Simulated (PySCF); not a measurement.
Ge(H)2(PH2)2 (GeH₆P₂), SMILES [PH2][GeH2][PH2].

Coordinates come from a PBE-D3(BJ)/def2-SVP optimisation. This is a generated structure with no PubChem entry under its InChIKey; it may be hypothetical. The values are those of a single conformer.

Two levels are set side by side: PBE/def2-TZVPD (PySCF) and PBE0/def2-TZVPD (PySCF). Same geometry, gas phase. Differences are taken from unrounded values.

```json
[
 {"quantity": "orbital gap (eV)", "PBE": "4.50"},
 {"quantity": "highest occupied level (eV)", "PBE": "-6.08"},
 {"quantity": "lowest empty level (eV)", "PBE": "-1.58"},
 {"quantity": "dipole moment (D)", "PBE": "0.58"},
 {"quantity": "mean polarisability (bohr³)", "PBE": "98.4"}
]
```

**Question.** These are the PBE values. What does PBE0 give? (Estimate from the structure and the level; the computed values follow.)

**Answer.** 
```csv
quantity,PBE0,PBE minus PBE0
orbital gap (eV),6.31,-1.81
highest occupied level (eV),-7.09,1.01
lowest empty level (eV),-0.78,-0.80
dipole moment (D),0.61,-0.03
mean polarisability (bohr³),95.5,2.9
```

Without exact exchange PBE keeps part of each electron's self-repulsion, which lifts occupied levels and narrows the gap. Loosely held outer electrons make PBE densities more polarisable. Differences between two approximate levels are no errors against the true value.

Rough cost on one machine, each run with all the roots and properties that it gave: PBE0 against PBE within a factor of 2.
